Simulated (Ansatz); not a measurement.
A trace of molecular dynamics of C$_{4}$H$_{11}$Al (16 atoms, charge 0, multiplicity 1).

Theory: Ansatz 0.2.0, UKS PBE0-D4/STO-3G.

| Quantity | Value |
| --- | --- |
| ensemble | NVE (velocity Verlet) |
| starting velocities drawn for | 2000 K |
| seed | 3225 |

```csv
time (fs),T (K),potential energy less start (eV),conserved less start (meV/atom)
0.0,2000,0.000,0.00
2.5,1429,1.050,1.04
5.0,1409,1.074,0.33
7.5,1001,1.825,1.11
10.0,1204,1.445,0.32
12.5,1026,1.775,0.80
15.0,1024,1.775,0.47
17.5,868,2.063,0.93
20.0,1032,1.759,0.43
22.5,823,2.143,0.78
25.0,1004,1.811,0.50
27.5,1085,1.666,0.64
30.0,1133,1.581,0.73
32.5,1256,1.353,0.43
35.0,1090,1.657,0.66
37.5,1083,1.669,0.60
40.0,1068,1.699,0.72
42.5,1033,1.759,0.59
45.0,1033,1.761,0.71
47.5,1248,1.368,0.37
50.0,1132,1.585,0.87
52.5,1268,1.330,0.40
55.0,976,1.866,0.80
57.5,984,1.844,0.37
60.0,784,2.215,0.86
62.5,858,2.074,0.50
```

Q: Can this run be trusted? Judge the integration.

A: The conserved energy stayed within 1.1 meV per atom of its start (net change 0.88 meV per atom), so the integration is sound. The temperature averaged 0.52 of the 2000 K drawn at the start: a run that starts near a minimum puts about half its kinetic energy into the potential. A run of 0.065 ps of so small a system gives no equilibrium averages. Limits of this set-up: minimal basis. The time step was 0.5 fs.

Time of the run: 11 min on 1 CPU thread of a shared host.
